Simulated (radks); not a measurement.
Question: The caesium ion Cs2+, configuration [Kr] 4d10 5s2 5p4 7d1 (not the ground configuration). All-electron calculation, scalar-relativistic Kohn-Sham, PBE, spin-polarised, spherical densities, finite nucleus; open shells are filled with parallel spins first (spin-orbit coupling, left out, can overturn this in heavy ions); Fermi nuclear charge, rms radius 4.8041 fm. Program: a radial shooting solver on a logarithmic mesh with Libxc functionals. Some entries of the table are withheld. Estimate them.

| orbital | occ. | eigenvalue (eV) | <r^2> (bohr^2) | r(max) (bohr) |
|---|---|---|---|---|
| 1s up | 1 | -35823.86 | 0.0009251 | 0.01678 |
| 1s down | 1 | -35823.75 | 0.0009251 | 0.01678 |
| 2s up | 1 | -5642.021 | 0.01483 | 0.09488 |
| 2s down | 1 | -5641.966 | 0.01483 | 0.09488 |
| 2p up | 3 | -5064.175 | 0.01177 | 0.07618 |
| 2p down | 3 | -5064.083 | 0.01177 | 0.07619 |
| 3s up | 1 | -1194.079 | 0.1022 | 0.2725 |
| 3s down | 1 | -1193.987 | 0.1022 | 0.2725 |
| 3p up | 3 | -1008.093 | 0.1023 | 0.2666 |
| 3p down | 3 | -1007.988 | 0.1023 | 0.2666 |
| 3d up | 5 | -735.0551 | 0.08838 | 0.2204 |
| 3d down | 5 | -734.9527 | 0.08837 | 0.2204 |
| 4s up | 1 | -246.7605 | 0.5443 | 0.6424 |
| 4s down | 1 | -246.5450 | 0.5441 | 0.6426 |
| 4p up | 3 | -187.2650 | 0.6213 | (1) |
| 4p down | 3 | -187.0434 | 0.6204 | (2) |
| 4d up | 5 | -100.6325 | (3) | 0.7202 |
| 4d down | 5 | -100.3190 | (4) | 0.7202 |
| 5s up | 1 | -51.5500 | 3.139 | 1.523 |
| 5s down | 1 | -49.7641 | 3.128 | 1.513 |
| 5p up | 3 | -37.1475 | 4.126 | 1.718 |
| 5p down | 1 | -35.2853 | 4.169 | 1.712 |
| 7d up | 1 | -4.8700 | 118.6 | 10.97 |

Answer: 
(1) 4p up r(max) (bohr): 0.6727
(2) 4p down r(max) (bohr): 0.6729
(3) 4d up <r^2> (bohr^2): 0.8112
(4) 4d down <r^2> (bohr^2): 0.8054
